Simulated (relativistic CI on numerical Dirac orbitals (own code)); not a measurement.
**The 5d ions of charge 3+**

Calculated at this level of theory: Dirac-Coulomb-Breit CI, orbitals from a KLI potential per configuration, a model potential for QED, unscaled Slater integrals (own radial code, finite nucleus).

Each species is treated in one configuration, given outside its closed core, with all valence electrons in the open shell. Radial values are for the open shell of highest l, unscaled and averaged over j; ζ includes the Breit term. Labels give the leading LS character, summed over repeated terms.

| Ion | Configuration | Its lowest level | LS weight (%) | ζ (cm⁻¹) | ⟨r⟩ (bohr) | ⟨r²⟩ (bohr²) | F² (cm⁻¹) | F⁴ (cm⁻¹) |
| --- | --- | --- | --- | --- | --- | --- | --- | --- |
| Hf³⁺ | 5d | 2D_3/2 | 100 | 1566 | 1.931 | 4.307 |  |  |
| Ta³⁺ | 5d2 | 3F_2 | 95 | 1980 | 1.841 | 3.914 | 56380 | 37250 |
| W³⁺ | 5d3 | 4F_3/2 | 94 | 2431 | 1.756 | 3.559 | 59150 | 39140 |
| Re³⁺ | 5d4 | 5D_0 | 83 | 2920 | 1.678 | 3.251 | 61900 | 41020 |
| Os³⁺ | 5d5 | 6S_5/2 | 93 | 3449 | 1.608 | 2.984 | 64620 | 42880 |
| Ir³⁺ | 5d6 | 5D_4 | 88 | 4018 | 1.544 | 2.751 | 67300 | 44700 |
| Pt³⁺ | 5d7 | 4F_9/2 | 87 | 4631 | 1.486 | 2.548 | 69930 | 46500 |
| Au³⁺ | 5d8 | 3F_4 | 96 | 5287 | 1.432 | 2.368 | 72510 | 48270 |
| Hg³⁺ | 5d9 | 2D_5/2 | 100 | 5990 | 1.383 | 2.209 |  |  |

At low charge ζ of a weakly bound d or f electron comes out too small.
